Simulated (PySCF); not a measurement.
Radial density of Kr (krypton, neutral)

M06, [Kr], closed-shell 1S. Computed with PySCF 2.14 in aug-cc-pwCVTZ-PP with ECP10MDF (8s7p6d4f1g, 96 functions), with scalar relativity through the core potential. This is the valence pseudo-density: the core potential removes the inner electrons and smooths the orbitals near the nucleus.

```tsv
r (bohr)	4πr²ρ (e/bohr)
0.000574	5.533e-05
0.000966	0.0001561
0.00162	0.0004384
0.00273	0.001215
0.00460	0.003248
0.00773	0.007999
0.0130	0.01721
0.0219	0.03272
0.0368	0.05527
0.0619	0.1600
0.104	1.100
0.175	6.707
0.295	24.89
0.495	34.96
0.833	11.10
1.40	5.706
2.36	2.522
3.97	0.2100
6.67	0.001669
```

Energies and moments cover only the electrons outside the core potential.
